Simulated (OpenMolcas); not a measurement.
## A ladder of methods for GeO (SMILES [O]=[Ge])

The species is GeO (2 atoms), meant as a singlet with charge 0. As SMILES, `[O]=[Ge]`. The shape is that of a PBE0-D4/def2-TZVP optimisation.

```xyz
2

O     0.0000    0.0000   -0.0230
Ge    0.0000    0.0000    1.5995
```

Each level gives the dipole moment (D). The values are calculated.

| level | kind | program | value (D) |
| --- | --- | --- | --- |
| HF/cc-pVTZ | Hartree–Fock | OpenMolcas | 4.03 |
| SVWN5/cc-pVTZ | LDA | OpenMolcas | 2.93 |
| BLYP/cc-pVTZ | GGA | OpenMolcas | 2.92 |
| revPBE/cc-pVTZ | GGA | OpenMolcas | 2.84 |
| M06-L/cc-pVTZ | meta-GGA | OpenMolcas | 3.15 |
| r2SCAN/cc-pVTZ | meta-GGA | OpenMolcas | 3.00 |
| B3LYP/cc-pVTZ | global hybrid | OpenMolcas | 3.22 |
| BHLYP/cc-pVTZ | global hybrid | OpenMolcas | 3.60 |

All-electron rows without a relativistic Hamiltonian named are non-relativistic. The values span 2.84 to 4.03 D.
